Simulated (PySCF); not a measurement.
PySCF job for WF5, SMILES [F][W]([F])([F])([F])[F] (connectivity only; charge and spin as stated), neutral, multiplicity 2, TDA-LC-ωPBE/def2-SVPD. Geometry: r2SCAN-D4/def2-SVP. The multiplicity is an assumed one; no other spin state was optimised. The isomer is the one that the SMILES or the coordinates give; other isomers of the formula were not compared. The def2 effective core potentials stand for the cores of W; spin–orbit coupling is left out.

```python
import numpy as np
from pyscf import gto, scf, dft, tdscf

mol = gto.M(
    atom='''
    W     0.00000000    0.00000000    0.01743771
    F    -1.83552040    0.37534588    0.20177102
    F     1.83552040   -0.37534588    0.20177097
    F    -0.54120981   -1.27299069   -1.20567089
    F     0.54120977    1.27299069   -1.20567091
    F     0.00000003    0.00000000    1.86442306
    ''',
    basis='def2-SVPD',
    ecp={'W': 'def2-svp'},
    charge=0,
    spin=1,
    max_memory=1600,
    verbose=4,
)
mf = dft.UKS(mol, xc='lc_wpbe').density_fit(auxbasis='def2-universal-jkfit')
mf.grids.level = 3
mf.conv_tol = 1e-9
mf.max_cycle = 100
mf.kernel()
fine, coarse = mf.grids, dft.Grids(mol).set(level=1).build(with_non0tab=True)
for _ in range(3):  # follow internal instabilities
    mf.grids = coarse
    mo, _, stable, _ = mf.stability(return_status=True, nroots=4)
    mf.grids = fine
    if stable:
        break
    mf.kernel(mf.make_rdm1(mo, mf.mo_occ))
mf.grids = dft.Grids(mol).set(level=1).build(with_non0tab=True)  # coarser grid for the response kernel
td = tdscf.TDA(mf)
td.nstates = 10
td.conv_tol = 1e-4
td.positive_eig_threshold = 1e-6
td.kernel(x0=td.get_init_guess(mf, 15))
td.analyze(verbose=3)
```

Log of the run:

```
PySCF version 2.14.0

[INPUT] verbose = 4
[INPUT] num. atoms = 6
[INPUT] num. electrons = 59
[INPUT] charge = 0
[INPUT] spin (= nelec alpha-beta = 2S) = 1
[INPUT] symmetry False subgroup None
[INPUT] Mole.unit = angstrom
[INPUT] Symbol           X                Y                Z      unit          X                Y                Z       unit  Magmom
[INPUT]  1 W      0.000000000000   0.000000000000   0.017437710000 AA    0.000000000000   0.000000000000   0.032952496140 Bohr   0.0
[INPUT]  2 F     -1.835520400000   0.375345880000   0.201771020000 AA   -3.468630852052   0.709300915184   0.381291967674 Bohr   0.0
[INPUT]  3 F      1.835520400000  -0.375345880000   0.201770970000 AA    3.468630852052  -0.709300915184   0.381291873188 Bohr   0.0
[INPUT]  4 F     -0.541209810000  -1.272990690000  -1.205670890000 AA   -1.022738316828  -2.405603763221  -2.278387778461 Bohr   0.0
[INPUT]  5 F      0.541209770000   1.272990690000  -1.205670910000 AA    1.022738241239   2.405603763221  -2.278387816255 Bohr   0.0
[INPUT]  6 F      0.000000030000   0.000000000000   1.864423060000 AA    0.000000056692   0.000000000000   3.523248963724 Bohr   0.0

nuclear repulsion = 329.246168901742
number of shells = 58
number of NR pGTOs = 225
number of NR cGTOs = 150
basis = def2-SVPD
ecp = {'W': 'def2-svp'}


[settings echo left out]
init E= -552.827510551023
  alpha nocc = 30  HOMO = -0.338767463724101  LUMO = -0.323620873901875
  beta  nocc = 29  HOMO = -0.763592099255769  LUMO = -0.3387674637241

WARN: HOMO -0.338767463724101 >= LUMO -0.3387674637241

cycle= 1 E= -565.576093409313  delta_E= -12.7  |g|= 0.989  |ddm|= 5.24
  alpha nocc = 30  HOMO = -0.390829743525153  LUMO = -0.162677257200528
  beta  nocc = 29  HOMO = -0.425985563704387  LUMO = -0.164349562719984
  HOMO = -0.390829743525  LUMO = -0.16434956272  gap/eV = 6.16284
cycle= 2 E= -565.008750887173  delta_E= 0.567  |g|= 1.68  |ddm|= 1.68
  alpha nocc = 30  HOMO = -0.367489750254119  LUMO = -0.0405922095624646
  beta  nocc = 29  HOMO = -0.534536431706313  LUMO = -0.0412166151391374
  HOMO = -0.367489750254  LUMO = -0.0412166151391  gap/eV = 8.87834
cycle= 3 E= -565.913740811389  delta_E= -0.905  |g|= 0.056  |ddm|= 1.05
  alpha nocc = 30  HOMO = -0.396316698562089  LUMO = -0.0558565928530478
  beta  nocc = 29  HOMO = -0.553141531660024  LUMO = -0.0604896485738862
  HOMO = -0.396316698562  LUMO = -0.0604896485739  gap/eV = 9.13832
cycle= 4 E= -565.915004363483  delta_E= -0.00126  |g|= 0.0321  |ddm|= 0.0911
  alpha nocc = 30  HOMO = -0.391731759827916  LUMO = -0.0495882746554425
  beta  nocc = 29  HOMO = -0.547788112250581  LUMO = -0.0525680625725794
  HOMO = -0.391731759828  LUMO = -0.0525680625726  gap/eV = 9.22911
cycle= 5 E= -565.915430952549  delta_E= -0.000427  |g|= 0.0156  |ddm|= 0.0378
  alpha nocc = 30  HOMO = -0.390333989720947  LUMO = -0.0469845963133478
  beta  nocc = 29  HOMO = -0.548151380447683  LUMO = -0.0505654884430224
  HOMO = -0.390333989721  LUMO = -0.050565488443  gap/eV = 9.24557
cycle= 6 E= -565.915593233256  delta_E= -0.000162  |g|= 0.00524  |ddm|= 0.0205
  alpha nocc = 30  HOMO = -0.391594006365349  LUMO = -0.0472716935676076
  beta  nocc = 29  HOMO = -0.548677674895317  LUMO = -0.0513997251104771
  HOMO = -0.391594006365  LUMO = -0.0513997251105  gap/eV = 9.25716
cycle= 7 E= -565.915718046514  delta_E= -0.000125  |g|= 0.00395  |ddm|= 0.0261
  alpha nocc = 30  HOMO = -0.391962370964158  LUMO = -0.0468562299886336
  beta  nocc = 29  HOMO = -0.548842562527561  LUMO = -0.0515514777141395
  HOMO = -0.391962370964  LUMO = -0.0515514777141  gap/eV = 9.26305
cycle= 8 E= -565.915861429479  delta_E= -0.000143  |g|= 0.00344  |ddm|= 0.0358
  alpha nocc = 30  HOMO = -0.392347502487141  LUMO = -0.046298069466443
  beta  nocc = 29  HOMO = -0.549201549659265  LUMO = -0.0516526734679107
  HOMO = -0.392347502487  LUMO = -0.0516526734679  gap/eV = 9.27078
cycle= 9 E= -565.915979930816  delta_E= -0.000119  |g|= 0.0026  |ddm|= 0.037
  alpha nocc = 30  HOMO = -0.39311743607918  LUMO = -0.0454632147111343
  beta  nocc = 29  HOMO = -0.549692571714685  LUMO = -0.0518095720104088
  HOMO = -0.393117436079  LUMO = -0.0518095720104  gap/eV = 9.28746
cycle= 10 E= -565.91612514095  delta_E= -0.000145  |g|= 0.00129  |ddm|= 0.0762
  alpha nocc = 30  HOMO = -0.392431848950412  LUMO = -0.0452538241742458
  beta  nocc = 29  HOMO = -0.549899555259289  LUMO = -0.0520760256646458
  HOMO = -0.39243184895  LUMO = -0.0520760256646  gap/eV = 9.26155
cycle= 11 E= -565.916146806962  delta_E= -2.17e-05  |g|= 0.000567  |ddm|= 0.0306
  alpha nocc = 30  HOMO = -0.391891473703769  LUMO = -0.0451823922695736
  beta  nocc = 29  HOMO = -0.550032448171708  LUMO = -0.0521867102500068
  HOMO = -0.391891473704  LUMO = -0.05218671025  gap/eV = 9.24384
cycle= 12 E= -565.916149508797  delta_E= -2.7e-06  |g|= 0.000292  |ddm|= 0.0119
  alpha nocc = 30  HOMO = -0.392087911314484  LUMO = -0.0451936707920107
  beta  nocc = 29  HOMO = -0.549999034153187  LUMO = -0.0521846739394857
  HOMO = -0.392087911314  LUMO = -0.0521846739395  gap/eV = 9.24924
cycle= 13 E= -565.916149610694  delta_E= -1.02e-07  |g|= 7.19e-05  |ddm|= 0.00189
  alpha nocc = 30  HOMO = -0.392123876188144  LUMO = -0.0452105753760901
  beta  nocc = 29  HOMO = -0.550008492115157  LUMO = -0.0522076598704938
  HOMO = -0.392123876188  LUMO = -0.0522076598705  gap/eV = 9.24959
cycle= 14 E= -565.916149626004  delta_E= -1.53e-08  |g|= 3.8e-05  |ddm|= 0.000599
  alpha nocc = 30  HOMO = -0.392113517264118  LUMO = -0.0452063659989838
  beta  nocc = 29  HOMO = -0.550001016168923  LUMO = -0.0522016275502081
  HOMO = -0.392113517264  LUMO = -0.0522016275502  gap/eV = 9.24947
cycle= 15 E= -565.916149627637  delta_E= -1.63e-09  |g|= 1.58e-05  |ddm|= 0.000101
  alpha nocc = 30  HOMO = -0.392119852491902  LUMO = -0.0452070294467117
  beta  nocc = 29  HOMO = -0.550001475668923  LUMO = -0.0522014542236515
  HOMO = -0.392119852492  LUMO = -0.0522014542237  gap/eV = 9.24965
cycle= 16 E= -565.916149628025  delta_E= -3.88e-10  |g|= 6.87e-06  |ddm|= 7.4e-05
  alpha nocc = 30  HOMO = -0.392119181772383  LUMO = -0.0452087500918262
  beta  nocc = 29  HOMO = -0.550001379079593  LUMO = -0.0522030768949666
  HOMO = -0.392119181772  LUMO = -0.052203076895  gap/eV = 9.24959
Extra cycle  E= -565.916149628102  delta_E= -7.71e-11  |g|= 6.09e-06  |ddm|= 2e-05
converged SCF energy = -565.916149628102  <S^2> = 0.75204411  2S+1 = 2.0020431
tot grids = 35440
uhf_internal: lowest eigs of H = [0.04732135 0.06421981 0.17146439 0.36709734]
<class 'pyscf.df.df_jk.DFUKS'> wavefunction is stable in the internal stability analysis
tot grids = 35440
Overwritten attributes  positive_eig_threshold  of <class 'pyscf.tdscf.uks.TDA'>


******** <class 'pyscf.tdscf.uks.TDA'> for <class 'pyscf.df.df_jk.DFUKS'> ********
nstates = 10
deg_eia_thresh = 1.000e-03
wfnsym = None
conv_tol = 0.0001
eigh lindep = 1e-12
eigh level_shift = 0
eigh max_cycle = 100


Excitation energies (eV)
[0.71586081 0.99031965 2.42736792 5.09120343 6.26017674 6.60470942
 6.70200104 6.71487246 6.80296829 6.90091058]

** Excitation energies and oscillator strengths **
Excited State   1:      0.71586 eV   1731.96 nm  f=0.0001
Excited State   2:      0.99032 eV   1251.96 nm  f=0.0000
Excited State   3:      2.42737 eV    510.78 nm  f=0.0021
Excited State   4:      5.09120 eV    243.53 nm  f=0.0000
Excited State   5:      6.26018 eV    198.05 nm  f=0.0002
Excited State   6:      6.60471 eV    187.72 nm  f=0.0016
Excited State   7:      6.70200 eV    185.00 nm  f=0.0011
Excited State   8:      6.71487 eV    184.64 nm  f=0.0003
Excited State   9:      6.80297 eV    182.25 nm  f=0.0001
Excited State  10:      6.90091 eV    179.66 nm  f=0.0000
```

Self-consistency was reached.
